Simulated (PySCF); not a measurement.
Compound: C4H8O4.
SMILES with atom numbers: `[OH:1][CH2:2][CH:3]1[O:4][CH2:5][O:6][CH2:7][O:8]1`

Definitions: NICS(0) = −σiso at the ring centroid; NICS(1) = −σiso and NICS(1)zz = −σzz at ±1 Å along the ring normal z. Level: GIAO PBE0/pcSseg-1 (PySCF, non-relativistic, gas phase) on the GFN2-xTB geometry, one conformer.

Ring bond lengths (Å), with Mayer bond orders in brackets: C3–O4 1.401 (0.94), O4–C5 1.400 (0.96), C5–O6 1.398 (0.96), O6–C7 1.398 (0.97), C7–O8 1.398 (0.96), O8–C3 1.412 (0.93).

Task: What do the NICS probes read (ppm)?

Result: 
```csv
ring,type,NICS(0),"NICS(1), two faces","NICS(1)zz, two faces",rms pucker (Å),"centre to ring atoms, mean (Å)"
C3–O4–C5–O6–C7–O8,6-membered ring with 3 O; formal bonds all single,-2.7,-1.1 / -1.8,3.7 / 1.7,0.21,1.35
```

Task: What do they say, and how far can they be read as aromaticity?

Result: 
- C3–O4–C5–O6–C7–O8: mean NICS(1)zz 2.7 ppm, near zero. C3, C5, C7 have four or more neighbours, and the NICS criterion for π rings isn't applied.

Task: What field does 9.4 T along the ring normal induce along that normal at the first NICS(1) probe listed for ring C3–O4–C5–O6–C7–O8, 1 Å off the ring?

Result: NICSzz × B0 = 3.7 ppm × 9.4 T = 35 μT, along the applied field.

Task: List the ring angles and the Hirshfeld charges of the ring atoms.

Result: 
- C3–O4–C5–O6–C7–O8: C3 111.1° (+0.095 e), O4 110.5° (-0.146 e), C5 112.0° (+0.068 e), O6 110.0° (-0.154 e), C7 112.0° (+0.067 e), O8 110.5° (-0.147 e); sum 666.2° against 720° for a flat convex ring.

Task: How shielded are the nuclei of the rings and their hydrogens (means over atoms taken as equivalent)?

Result: 
| atoms | environment | σ isotropic (ppm) | principal values of the symmetric part, first atom (ppm) |
| --- | --- | --- | --- |
| C3 | sp3 carbon bearing two oxygens | 81.9 | 75.4, 80.0, 90.3 |
| O4 (×2) | cyclic ether oxygen | 226.3 | 183.8, 193.9, 302.5 |
| C5 (×2) | sp3 carbon bearing two oxygens | 90.8 | 71.9, 89.2, 111.6 |
| O6 | cyclic ether oxygen | 234.3 | 176.4, 198.3, 328.3 |
| H on C3 | methine hydrogen | 26.85 | 24.1, 26.4, 30.1 |
| H on C5 (×2) | methylene hydrogen | 26.30 | 22.3, 25.4, 31.4 |
| H on C5 (×2) | methylene hydrogen | 26.51 | 21.9, 26.5, 31.2 |
